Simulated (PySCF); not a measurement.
Löwdin shares of the frontier orbitals

Species: CHBBrF₃O.
Structure used (PBE0-D3(BJ)/def2-SVP), in Å, numbered top down from 1:
```xyz
8
CHBBrF3O angstrom
F     -0.7121    0.7252   -1.3712
C     -0.4911    0.5021   -0.0818
F     -0.6605    1.6443    0.5727
F     -1.3719   -0.3716    0.3555
O      0.7537   -0.0012    0.1214
B      1.8728    0.6930   -0.2288
Br     3.5441   -0.1307    0.1107
H      1.8160    1.7784   -0.7371
```

The calculation used TDDFT CAM-B3LYP/def2-SVPD, vertical, gas phase, core orbitals frozen in the response (PySCF). Relativistic effects, spin–orbit coupling among them, are left out although an element past zinc is present.

Frontier orbitals with the atoms that hold most of them (Löwdin shares over 4%, at most four atoms; ? is withheld):

```
orbital  ε (eV)                            atoms
 LUMO+2    1.30     Br7 60%, B6 9%, C2 6%, F3 6%
 LUMO+1    0.82                  B6 52%, Br7 31%
   LUMO   -0.41                                ?
   HOMO  -10.21                  Br7 83%, B6 12%
 HOMO-1  -10.65                                ?
 HOMO-2  -12.01  Br7 34%, O5 23%, B6 23%, H8 14%
 HOMO-3  -13.52   O5 53%, F1 15%, F3 15%, B6 10%
```

Give the leading atoms of the LUMO.

B6 (bonded to Br, O and H) 48%; Br7 (bonded to B) 22%; O5 (bonded to B and C) 17%; H8 (bonded to B) 10%.

Give the leading atoms of the HOMO-1.

Br7 (bonded to B) 80%; B6 (bonded to Br, O and H) 12%; O5 (bonded to B and C) 6%.

How does S1 compare with the orbital gap of 9.79 eV?

S1 is at 5.86 eV (f = 0.0005), 3.93 eV below the gap, made of HOMO→LUMO (99%). Without the coupling terms of the response equations the lowest excitation would equal the gap.

Give energy, strength and leading configuration of S1, S2 and S3, and follow the Löwdin shares of the leading atoms from the occupied to the empty orbital.

- S1 (5.86 eV, f 0.0005), HOMO→LUMO (99%): Br7 83% → 22%, B6 12% → 48%
- S2 (6.90 eV, f 0.156), HOMO-1→LUMO (95%): Br7 80% → 22%, B6 12% → 48%
- S3 (7.29 eV, f 0.0011), HOMO-2→LUMO (98%): Br7 34% → 22%, O5 23% → 17%, B6 23% → 48%

Löwdin shares depend on the basis, the more so with diffuse functions.

On one thread, Arm Neoverse V1 (aarch64), shared host with 32 logical CPUs at a one-minute load of 16, this took 1.9 min of wall time (with the writing of density and orbital grids) and 0.94 GiB of memory at its peak.

One conformer stands for the species.
